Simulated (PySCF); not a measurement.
Compound: C4H8F2O2Si.
SMILES with atom numbers: `[F:1][CH2:2][C@@H:3]1[O:4][SiH2:5][O:6][C@@H:7]1[CH2:8][F:9]` (hydrogens: H10, H11 on C2; H12 on C3; H13, H14 on Si5; H15 on C7; H16, H17 on C8)

All values: PBE0/pcSseg-1 and CAM-B3LYP/def2-SVPD (PySCF, non-relativistic), on one gas-phase PBE0-D3(BJ)/def2-SVP geometry that isn't relaxed in the solvent. The solvent is an IEF-PCM continuum (Bondi radii, 1.10 Å for H, scaled by 1.2). Only the electrostatic response of the medium enters.

Gas phase at PBE0/pcSseg-1: HOMO -8.18 eV, LUMO 0.33 eV, dipole 0.69 D.

Problem. What does the continuum do to the energy, the frontier levels and the dipole at PBE0/pcSseg-1 in benzene and dimethylsulfoxide?

Solution. 
```tsv
solvent	ε	E(solvent) − E(gas) (kcal/mol)	polarisation term (kcal/mol)	distortion of the solute (kcal/mol)	HOMO (eV)	LUMO (eV)	dipole (D)
benzene	2.271	-2.59	-2.69	0.10	-8.13	0.38	0.82
dimethylsulfoxide	46.83	-5.67	-6.21	0.54	-8.09	0.39	1.05
```

The first energy column is the sum of the next two and covers electrostatics alone. From benzene to dimethylsulfoxide the lowering changes by a factor 2.19, Onsager's factor (ε − 1)/(2ε + 1) by 2.11 and ε itself by 20.6.

Problem. Which Mulliken charges (PBE0/pcSseg-1) respond most in benzene (means over atoms taken as equivalent)?

Solution. 
| atoms | environment | gas (e) | solvent (e) | change |
| --- | --- | --- | --- | --- |
| O4/O6 | silyl ether oxygen | -0.628 | -0.638 | -0.010 |
| H12/H15 | methine hydrogen | +0.133 | +0.141 | +0.008 |
| F1/F9 | alkyl fluorine | -0.338 | -0.346 | -0.008 |
| H11/H17 | methylene hydrogen | +0.129 | +0.135 | +0.006 |
| H10/H16 | methylene hydrogen | +0.129 | +0.132 | +0.003 |
| H14 | Si–H hydrogen | -0.125 | -0.122 | +0.003 |
| C2/C8 | sp3 C–F carbon | +0.194 | +0.193 | -0.001 |
| Si5 | oxygen-bound silicon | +0.977 | +0.976 | -0.001 |
| C3/C7 | sp3 carbon bound to oxygen | +0.013 | +0.012 | -0.001 |
| H13 | Si–H hydrogen | -0.115 | -0.114 | +0.001 |

Problem. How do the nuclear quadrupole coupling constants eQVzz/h respond in benzene?

Solution. 
| nucleus | Q (barn) | gas (MHz) | solvent (MHz) | η gas | η solvent |
| --- | --- | --- | --- | --- | --- |
| 17O at O4 | -0.0256 | -10.22 | -10.14 | 0.53 | 0.54 |
| 17O at O6 | -0.0256 | -10.39 | -10.32 | 0.58 | 0.59 |

Gas phase at CAM-B3LYP/def2-SVPD: HOMO -9.74 eV, LUMO 0.98 eV, dipole 0.72 D.

Problem. What does the continuum do to the energy, the frontier levels and the dipole at CAM-B3LYP/def2-SVPD in benzene?

Solution. 
```json
{"solvent": "benzene", "ε": "2.271", "E(solvent) − E(gas) (kcal/mol)": "-2.66", "polarisation term (kcal/mol)": "-2.79", "distortion of the solute (kcal/mol)": "0.13", "HOMO (eV)": "-9.67", "LUMO (eV)": "1.04", "dipole (D)": "0.85"}
```

Problem. How does the static polarisability (CAM-B3LYP/def2-SVPD, frozen core, with the continuum's full static response) change?

Solution. 
```csv
medium,isotropic (au),principal values (au),⟨r²⟩ of the electrons (bohr²)
gas,76.4,"69.8, 73.7, 85.6",1286.7
benzene,85.7,"79.1, 82.7, 95.2",1286.5
```

The isotropic value in benzene is 1.12 times the gas-phase one; no cavity-field correction is applied. ⟨r²⟩ is taken about the centre of nuclear charge.
